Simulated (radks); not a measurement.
The numbers below are computed, except where a source is named.
Problem. Isoelectronic series with 23 electrons, all held in the configuration [Ar] 3d3 4s2, which need not be the ground one along the series. Code: a radial shooting solver on a logarithmic mesh with Libxc functionals. Model: Dirac Kohn-Sham, BLYP, spin-unpolarised, spherical densities, point nucleus; open shells fill j = l - 1/2 first. Total energies (hartree) and mean radii <r> (bohr):

ion,E (hartree),4s1/2,3d3/2,3p3/2
V,-949.30393,3.348,1.448,1.020
Cu6+,-1639.88617,1.599,0.6816,0.6832
Ge9+,-2060.97563,1.303,0.5595,0.5848
Br12+,-2533.17058,1.105,0.4768,0.5113
Sr15+,-3057.07847,0.9601,0.4163,0.4542
Nb18+,-3633.40919,0.8496,0.3698,0.4085
Ru21+,-4262.97212,0.7620,0.3328,0.3712
Ag24+,-4946.67922,0.6906,0.3026,0.3400
Sn27+,-5685.55159,0.6311,0.2774,0.3136
I30+,-6480.72832,0.5808,0.2561,0.2910
Ba33+,-7333.4776,0.5376,0.2378,0.2713
Pr36+,-8245.2103,0.5001,0.2219,0.2540
Sm39+,-9217.4960,0.4671,0.2079,0.2388
Tb42+,-10252.0821,0.4378,0.1955,0.2252
Er45+,-11350.9172,0.4117,0.1845,0.2130
Lu48+,-12516.1783,0.3882,0.1745,0.2020
W51+,-13750.3046,0.3668,0.1656,0.1921
Ir54+,-15056.0379,0.3474,0.1574,0.1830
Hg57+,-16436.4724,0.3296,0.1500,0.1747

Estimate the row of Fe3+.

Solution. E (hartree) -1269.41685; 4s1/2 2.105; 3d3/2 0.8899; 3p3/2 0.8209.
